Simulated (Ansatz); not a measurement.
`N=C[SiH2]N` + H₂S → `N=CS` + `N[SiH3]`  (substitution at a C–Si bond)

Isolated molecules relaxed with PBE0-D4/def2-TZVP in Ansatz; ΔE leaves out vibrations. CCSD(T)/CBS is the MP2 limit (def2-TZVPP, def2-QZVPP) plus CCSD(T) − MP2 in def2-TZVPP, frozen cores. This one scheme is used for every species. Functionals use def2-TZVPP. B3LYP here is the variant with VWN-RPA as its local correlation; programs differ in this. Each species was taken in one conformer, which may not be the lowest.

(1) Is it downhill or uphill in electronic energy at CCSD(T)/CBS, and by how much? (Estimate.)

(2) What do these levels give: PBE-D4, ωB97X-V, ωB97M-V, B2PLYP, PBE, PBE0, B3LYP, HF/def2-TZVPP, CCSD/def2-TZVPP, SCS-MP2/def2-QZVPP, HF/CBS(def2), CCSD/CBS(def2)? (Estimate.)

Largest T1 diagnostic among the species: 0.014.

## Answers

(1) The calculation gave: Uphill: ΔE = +14.6 kJ/mol.

(2) Ansatz gave: PBE-D4 1.1, ωB97X-V 9.9, ωB97M-V 12.4, B2PLYP 7.1, PBE -0.7, PBE0 3.9, B3LYP 5.2, HF/def2-TZVPP 14.8, CCSD/def2-TZVPP 16.6, SCS-MP2/def2-QZVPP 10.9, HF/CBS(def2) 15.2, CCSD/CBS(def2) 16.7 kJ/mol.

From PBE to PBE0 (25 % exact exchange), in def2-TZVPP and without D4, ΔE moves by +4.6 kJ/mol.
